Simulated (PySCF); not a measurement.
The same groups moved round the core (quinoline fluoro+boryl). Isolated molecules, 0 K electronic values unless said otherwise. One relaxed conformer stands for each flexible species; it need not be the lowest. Strings in code marks are SMILES.

The numbers are results of B3LYP-D3(BJ)/def2-TZVP // B3LYP-D3(BJ)/def2-SVP (PySCF 2.14.0), not measurements. B3LYP has the VWN-RPA correlation part, as in Gaussian. Delta-SCF ions had no search for a lower state. 

A: `Bc1ccc(F)c2cccnc12`
B: `Bc1c(F)ccc2ncccc12`
C: `n1c2c(F)cc(cc2ccc1)B`
D: `Bc1cc2cccnc2cc1F`
E: `Bc1cc2ncccc2c(c1)F`
F: `Bc1c(F)cnc2ccccc12`

### Question
Pick the species with the highest LUMO.

### Answer
A (-2.51 eV); next is C (-2.70 eV).
